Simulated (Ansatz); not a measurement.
Cost and result up the ladder for SiSn₈H₁₆, an alloyed cluster cut from the lattice of tin (1 Si, core) (25 atoms). Charge 0, multiplicity 1. Geometry: PBE-D4/def2-SVP.

Cartesian coordinates in Å:
```
Si 1.903 -1.559 -0.529
Sn -0.620 -0.312 2.987
Sn 1.034 2.857 -0.396
Sn -2.266 -0.204 -1.300
Sn 2.866 0.809 -0.977
Sn 1.419 -1.966 1.987
Sn -0.207 -2.000 -1.975
Sn -2.932 -0.565 1.411
Sn -1.373 2.422 -1.779
H 2.966 -2.555 -0.943
H -0.090 1.337 2.962
H -0.949 -0.724 4.641
H 1.720 4.395 -0.817
H 0.714 2.883 1.307
H -3.661 -0.535 -2.290
H 4.324 1.021 -0.059
H 3.290 0.918 -2.657
H 2.880 -1.743 2.898
H 0.929 -3.619 2.189
H -0.738 -3.634 -1.731
H 0.203 -1.830 -3.654
H -3.584 -2.160 1.625
H -4.158 0.562 1.902
H -1.088 2.621 -3.480
H -2.583 3.580 -1.320
```

Ansatz on 4 threads of Arm Neoverse V2 on a shared host. Times are rough, and most runs start from the orbitals of an earlier one. PBE0-D4/def2-SVP serves as the yardstick here, not as an exact answer. Binding counts from free atoms at the same level (Si triplet, Sn triplet, H doublet; other spins of the atoms weren't run), without zero-point energy or a counterpoise term.

In the def2 sets Sn takes a core potential; there is no spin–orbit coupling. Correlated methods freeze 37 core orbitals; core or outer-core shells of Sn are correlated, in sets that lack core-valence functions.

Correlated methods converge slowly with the basis, most of all in double-zeta sets.

| level | functions | binding energy per atom (eV) | difference from PBE0-D4/def2-SVP (eV) |
| --- | --- | --- | --- |
| PBE-D4/def2-SVP | 306 | 2.43 | 0.00 |
| MP2/def2-SVP | 306 | 2.23 | -0.19 |
| PBE0-D4/def2-SVP (with forces) | 306 | 2.43 | 0.00 |
| r2SCAN-D4/def2-SVP | 306 | 2.44 | 0.01 |

Problem. Estimate how long each takes.

Solution. PBE-D4/def2-SVP 9.5 s; r2SCAN-D4/def2-SVP 20 s; PBE0-D4/def2-SVP (with forces) 27 s; MP2/def2-SVP 31 s. On shared hardware such times vary by a factor of up to 3.
